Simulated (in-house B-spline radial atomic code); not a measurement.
Rb. Computed with a B-spline radial atomic code. Model: all-electron spherical atom, spin shells full or empty, radial basis limit, no spin-orbit coupling, Breit or QED, empty-state partial waves extrapolated as (l+1/2)^-4, RPA, G0W0 and static COHSEX of the highest shell as one setting changes (uncorrelated shells keep exact exchange).

Empty levels are discrete states of a finite basis, so the steps are uneven.

Given: element Rb; charge 0; filled core Kr; hamiltonian one-electron scalar X2C; mean-field start Hartree-Fock; highest l of empty states 9; nuclear rms radius 4.2036 fm; lowest nl shells left uncorrelated 5; highest mean-field shell 5s up; box radius 40 bohr.

Shell: 5s 1 0 (electrons up and down).

| highest empty level kept (hartree) | RPA correlation energy (hartree) | G0W0 level (eV) | G0W0 minus most complete (meV) | COHSEX level (eV) | linearised minus solved G0W0 (meV) |
| --- | --- | --- | --- | --- | --- |
| 1 | -0.10507 | -4.2468 | 108.7 | -4.643 | -0.2 |
| 2 | -0.18677 | -4.2914 | 64.1 | -4.7247 | -0.2 |
| 3.5 | -0.27404 | -4.3123 | 43.2 | -4.7692 | -0.3 |
| 6 | -0.38761 | -4.3303 | 25.2 | -4.8063 | -0.3 |
| 10 | -0.50997 | -4.3397 | 15.7 | -4.8253 | -0.3 |
| 18 | -0.64301 | -4.3464 | 9.1 | -4.8396 | -0.3 |
| 30 | -0.7631 | -4.3507 | 4.8 | -4.8492 | -0.3 |
| 60 | ? | ? | ? | ? | ? |
| 120 | ? | ? | ? | ? | ? |
| 250 | -0.97408 | -4.3552 | 0.2 | -4.8615 | -0.3 |
| 600 | -0.98295 | -4.3554 | 0 | -4.8621 | -0.3 |
| 2000 | -0.98472 | -4.3555 | 0 | -4.8622 | -0.3 |

(1) What follows for highest empty level kept = 120?

(2) What follows for highest empty level kept = 60?

## Answers

(1) RPA correlation energy -0.94468 hartree; G0W0 level -4.3547 eV; G0W0 minus most complete 0.8 meV; COHSEX level -4.8595 eV; linearised minus solved G0W0 -0.3 meV.

(2) RPA correlation energy -0.87191 hartree; G0W0 level -4.3535 eV; G0W0 minus most complete 1.9 meV; COHSEX level -4.8559 eV; linearised minus solved G0W0 -0.3 meV.
